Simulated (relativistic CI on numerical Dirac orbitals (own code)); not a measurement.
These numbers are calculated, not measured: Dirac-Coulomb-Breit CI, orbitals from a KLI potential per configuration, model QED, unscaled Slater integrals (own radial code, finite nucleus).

The strongest absorption lines from the ground level of an ion, among the configurations computed and to levels below about 2200 eV (vacuum wavelength in Å, gf): 6.1419 (0.32), 6.1735 (0.69), 6.1863 (0.19), 6.2915 (0.61), 6.2983 (0.25), 6.3213 (0.34), 25.989 (1.6), 27.526 (0.57).

(1) Which ion is it?
A. Hf46+
B. Os48+
C. Os50+
D. Er42+

## Answers

(1) C. Os50+ has 26 electrons and the ground level 3s²3p⁶3d⁸ ³F4; the strongest line goes to 3s²3p⁵3d⁹ ³D°3. The pattern of lines fixes the number of electrons, and along that sequence the line energies rise steadily with the charge (about as its square where n changes within one kind of shell, about linearly where n is kept but much faster in heavy ions where fine structure, which grows about as Z⁴, sets the gap, and irregularly where shells cross), which fixes Z. Configurations outside the model, such as inner-shell arrays, can give stronger lines. At this charge energies of transitions that change n are usually good to better than 1 %, and those within a shell (Δn = 0) to a few per cent.

LS names give the leading component of a level, which can be under half, so a name can repeat, a term be missing and a line seem to break the LS rules.
